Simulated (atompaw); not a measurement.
**An all-electron radial function and its pseudo partner (Hf (Z = 72))**

Columns: radius, all-electron u(r) and pseudo u(r) of the 5d shell (level -2.71 eV) of hafnium in the configuration [Kr] 4d10 4f14 5s2 5p6 5d2 6s2 6p0; PBEsol, scalar-relativistic, PAW (atompaw) scheme, atompaw 4.2.0.5.

```json
{"r (bohr)": "0.115", "all-electron": "0.1775", "pseudo": "0.0004"}
{"r (bohr)": "0.231", "all-electron": "-0.0292", "pseudo": "0.0033"}
{"r (bohr)": "0.346", "all-electron": "-0.2441", "pseudo": "0.0108"}
{"r (bohr)": "0.462", "all-electron": "-0.2516", "pseudo": "0.0249"}
{"r (bohr)": "0.577", "all-electron": "-0.1282", "pseudo": "0.0466"}
{"r (bohr)": "0.692", "all-electron": "0.0375", "pseudo": "0.0766"}
{"r (bohr)": "0.808", "all-electron": "0.1997", "pseudo": "0.1152"}
{"r (bohr)": "0.923", "all-electron": "0.3367", "pseudo": "0.1607"}
{"r (bohr)": "1.038", "all-electron": "0.4450", "pseudo": "0.2121"}
{"r (bohr)": "1.154", "all-electron": "0.5268", "pseudo": "0.2678"}
{"r (bohr)": "1.269", "all-electron": "0.5842", "pseudo": "0.3245"}
{"r (bohr)": "1.385", "all-electron": "0.6225", "pseudo": "0.3806"}
{"r (bohr)": "1.500", "all-electron": "0.6451", "pseudo": "0.4328"}
{"r (bohr)": "1.615", "all-electron": "0.6556", "pseudo": "0.4793"}
{"r (bohr)": "1.731", "all-electron": "0.6570", "pseudo": "0.5185"}
{"r (bohr)": "1.846", "all-electron": "0.6516", "pseudo": "0.5487"}
{"r (bohr)": "1.962", "all-electron": "0.6411", "pseudo": "0.5696"}
{"r (bohr)": "2.077", "all-electron": "0.6271", "pseudo": "0.5810"}
{"r (bohr)": "2.192", "all-electron": "0.6107", "pseudo": "0.5837"}
{"r (bohr)": "2.308", "all-electron": "0.5925", "pseudo": "0.5787"}
{"r (bohr)": "2.423", "all-electron": "0.5734", "pseudo": "0.5676"}
{"r (bohr)": "2.538", "all-electron": "0.5538", "pseudo": "0.5521"}
{"r (bohr)": "2.654", "all-electron": "0.5337", "pseudo": "0.5335"}
{"r (bohr)": "2.769", "all-electron": "0.5136", "pseudo": "0.5138"}
{"r (bohr)": "2.885", "all-electron": "0.4936", "pseudo": "0.4936"}
{"r (bohr)": "3.000", "all-electron": "0.4739", "pseudo": "0.4739"}
```

**Question.** How many radial nodes do the two functions have?

**Answer.** The all-electron 5d function has n − l − 1 = 2; the pseudo-wave has 0, since the states of the same l below it are removed with the core.

**Question.** Is the pseudo-wave norm-conserving?

**Answer.** No, it belongs to a PAW set: the norm inside the radius is not constrained, and the difference is carried by the augmentation charge.
